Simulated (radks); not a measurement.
Polarisability of the chlorine ion Cl4+, [Ne] 3s2 3p1, at imaginary frequency. Calculated with a radial shooting solver on a logarithmic mesh with Libxc functionals: non-relativistic Kohn-Sham, PBE, spin-polarised, spherical densities, point nucleus; open shells are filled with parallel spins first. Response by self-consistent Sternheimer equations with the Hartree and adiabatic LDA kernel.

w (hartree),alpha1(iw) (bohr^3)
0.00266,3.384
0.0143,3.383
0.0360,3.376
0.0697,3.355
0.118,3.302
0.186,3.190
0.280,2.976
0.413,2.618
0.605,2.103
0.892,1.492
1.35,0.9148
2.12,0.4849
3.59,0.2254
6.94,0.09106
17.5,0.02464

Static values: alpha1 = 3.384 bohr^3 (0.5015 angstrom^3; uncoupled 5.730). C6 = 6.904, triple-dipole C9 = 17.00 atomic units. One-pole (London) frequency 4 C6 / (3 alpha1^2) = 0.804 hartree, against 2.218 for minus the highest occupied eigenvalue.
